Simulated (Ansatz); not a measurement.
The lowest doublet and quartet of HSi (SMILES [SiH]); geometries from B3LYP-D3(BJ)/def2-TZVP, each state relaxed from the structure named, with no frequency check.
Doublet (charge 0, multiplicity 2):
```json
[
 {"atom": "Si", "x (Å)": "0.0000", "y (Å)": "0.0000", "z (Å)": "-0.1020"},
 {"atom": "H", "x (Å)": "0.0000", "y (Å)": "0.0000", "z (Å)": "1.4276"}
]
```
Quartet (charge 0, multiplicity 4):
```xyz
2

Si     0.00000     0.00000    -0.10039
H      0.00000     0.00000     1.40550
```

```csv
level,"gap E(doublet) − E(quartet), adiabatic (kJ/mol)",cost
U-HF/cc-pV(D+d)Z,-93.2,-
U-HF/cc-pV(T+d)Z,-94.5,-
U-HF/cc-pV(Q+d)Z,-94.1,-
U-PBE/def2-TZVPP,-155.0,×1
U-r2SCAN/def2-TZVPP,-132.6,×2
U-B3LYP/def2-TZVPP,-181.8,×1
U-PBE0/def2-TZVPP,-151.3,×1
U-BHLYP/def2-TZVPP,-180.0,×0.8
U-wB97X-V/def2-TZVPP,-184.6,×2
U-wB97M-V/def2-TZVPP,-185.4,×2
U-B2PLYP/def2-TZVPP,-174.2,×1
U-MP2/cc-pV(D+d)Z,-133.1,-
U-MP2/cc-pV(T+d)Z,-142.5,-
U-MP2/cc-pV(Q+d)Z,-145.9,-
U-SCS-MP2/cc-pV(D+d)Z,-155.1,-
U-SCS-MP2/cc-pV(T+d)Z,-170.0,-
U-SCS-MP2/cc-pV(Q+d)Z,-174.9,-
U-CCSD/cc-pV(D+d)Z,-151.7,-
U-CCSD/cc-pV(T+d)Z,-159.3,-
U-CCSD/cc-pV(Q+d)Z,-161.0,-
U-CCSD(T)/cc-pV(D+d)Z,-151.9,×0.7
U-CCSD(T)/cc-pV(T+d)Z,-159.7,×2
U-CCSD(T)/cc-pV(Q+d)Z,-161.4,×7
U-CCSDT/cc-pV(D+d)Z,-151.9,-
U-CCSDT/cc-pV(T+d)Z,-159.6,-
U-CCSDT/cc-pV(Q+d)Z,-161.2,-
U-CCSDT(Q)/cc-pV(D+d)Z,-151.9,×3
U-CCSDT(Q)/cc-pV(T+d)Z,-159.6,×10
U-CCSDT(Q)/cc-pV(Q+d)Z,-161.2,×100
"SA-CASSCF(5,5)/cc-pV(D+d)Z",-117.5,-
"SA-CASSCF(5,5)/cc-pV(T+d)Z",-119.5,-
"SA-CASSCF(5,5)/cc-pV(Q+d)Z",-119.3,-
"SC-NEVPT2 on SA-CASSCF(5,5)/cc-pV(D+d)Z",-147.1,-
"SC-NEVPT2 on SA-CASSCF(5,5)/cc-pV(T+d)Z",-158.1,-
"SC-NEVPT2 on SA-CASSCF(5,5)/cc-pV(Q+d)Z",-161.5,-
"FIC-NEVPT4(SD) on SA-CASSCF(5,5)/cc-pV(D+d)Z",-154.9,-
"FIC-MRCISD+Q on SA-CASSCF(5,5)/cc-pV(D+d)Z",-155.1,-
"FIC-MRCISD+Q on SA-CASSCF(5,5)/cc-pV(Q+d)Z",-166.7,-
FCI/cc-pV(D+d)Z,-151.9,×3
FCI/cc-pV(T+d)Z,-159.8,×200
```

The rows run from -185.4 (U-wB97M-V/def2-TZVPP) to -93.2 kJ/mol (U-HF/cc-pV(D+d)Z). In cc-pV(Q+d)Z the value moves U-HF -94.1, U-MP2 -145.9, U-CCSD -161.0, U-CCSD(T) -161.4, a shift of -67.2 from U-HF to U-CCSD(T). From cc-pV(D+d)Z to cc-pV(Q+d)Z U-CCSD(T) changes by -9.4. The 8 U-functionals in def2-TZVPP without D3 or D4 span 52.8, from U-wB97M-V to U-r2SCAN.

A positive gap puts the quartet lower; no zero-point energy. U- takes an unrestricted doublet. The quartet is unrestricted in single-reference levels. Active spaces average the two states.

Cores are frozen in the correlated methods.

Codes used: Ansatz (Gaussian basis) for Hartree–Fock, density functionals and correlated methods. Values without a source in brackets are computed.

Costs are rough ratios of core time to U-PBE/def2-TZVPP (about 1.9 s over the structures, on one shared machine); a dash marks a level with no comparable run of its own.

Ansatz is an electronic-structure program.
